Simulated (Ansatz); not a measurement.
Ca2S⁺. Charge 1, multiplicity 2. Geometry PBE-D4/def2-TZVP, basis def2-TZVP, Ansatz.

```xyz
3

Ca    2.078    0.278    1.196
Ca   -1.914   -0.356   -1.425
S    -0.163    0.077    0.229
```

```tsv
run	HOMO (eV)	LUMO (eV)
A	-7.36	-5.88
B	-8.06	-5.35
C	-7.10	-6.23
D	-7.66	-5.80
E	-8.33	-4.81
F	-8.10	-4.90
```

LC-ωPBE has ω = 0.4 bohr⁻¹. Another isomer (doublet) lies 0.05 eV lower at PBE0-D4/def2-TZVP.

HOMO and LUMO are taken over both spins.

The runs used BHLYP, CAM-B3LYP, LC-ωPBE, PBE0, ωB97M-V, ωB97X-V. Estimate which is which.

A BHLYP (50 % exact exchange); B ωB97M-V (range-separated); C PBE0 (25 % exact exchange); D CAM-B3LYP (range-separated); E LC-ωPBE (range-separated); F ωB97X-V (range-separated). Exact exchange lowers occupied and raises empty levels; among semilocal functionals meta-GGAs tend to open the gap a little, and such runs are hard to tell apart. The gap grows from 0.86 eV (PBE0) to 3.52 eV (LC-ωPBE).
